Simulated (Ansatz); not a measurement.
This Ansatz (a quantum-chemistry and plane-wave program) input (PBE/cc-pVTZ) gives -101.55248 Eh with 72 basis functions. A basis named .json is the Basis Set Exchange file of that set (core-valence sets with the plain set on hydrogen).

Ansatz 0.2 input:
```yaml
crystal:
  periodic: [false, false, false]
  atoms:
    - {symbol: F, position_ang: [-0.05033774, 0.00900951, -0.41131714]}
    - {symbol: H, position_ang: [-0.15332804, -0.63047820, 0.25126051]}
    - {symbol: H, position_ang: [-0.62498840, -2.14607754, 1.42192018]}
    - {symbol: H, position_ang: [-0.11847088, -1.79549288, 1.84323355]}
basis:
  gaussian:
    orbitals: cc-pVTZ
hamiltonian:
  xc: {name: PBE}
magnetization: {spin_polarized: false}
```

Change:
```diff
- orbitals: cc-pVTZ
+ orbitals: pcseg-4.json
```

Question: What does the run give now?

Answer: -101.57164 Eh (PBE/pcseg-4, 284 functions), a change of -19.16 mEh.
